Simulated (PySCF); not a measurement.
## C₆ coefficients of unlike pairs at UHF

Calculated with PySCF 2.14 from the dipole response of each species, C₆(A,B) = (3/π) ∫ α_A(iu) α_B(iu) du, in atomic units, from isotropic polarisabilities. For ions this is the dispersion term alone; charge-induced terms of lower order in 1/R come first.

| species | configuration | basis | relativity | α (bohr³) | C₆ (like pair) |
| --- | --- | --- | --- | --- | --- |
| Ne | [Ne] (1S) | aug-cc-pCVTZ-DK with one added diffuse shell each of s, p, d, f type (8s7p5d3f) | spin-free X2C | 2.381 | 5.551 |
| N²⁺ | [He] 2s2 2p1 (2P) | aug-cc-pVDZ-DK (4s3p2d) | spin-free X2C | 2.720 | 3.848 |
| Tl⁺ | [Xe] 4f14 5d10 6s2 (1S) | aug-cc-pVQZ-PP with one added diffuse shell each of s, p, d, f, g type with ECP60MDF (8s8p6d4f3g) | core potential | 24.05 | 192.0 |
| Ne⁺ | [He] 2s2 2p5 (2P) | aug-cc-pVDZ (4s3p2d) | none | 1.145 | 2.007 |

Task: Estimate C₆ for Ne⁺ with N²⁺.

Result: The integral gives 2.498. The combination rule 2 C_A C_B / (C_A α_B/α_A + C_B α_A/α_B) gives 2.418 and the geometric mean 2.779.

No spin-orbit coupling is included.

The other pairs:

```tsv
pair	C₆
Tl⁺, N²⁺	26.80
Ne⁺, Tl⁺	16.55
Ne⁺, Ne	3.282
Tl⁺, Ne	29.94
N²⁺, Ne	4.445
```
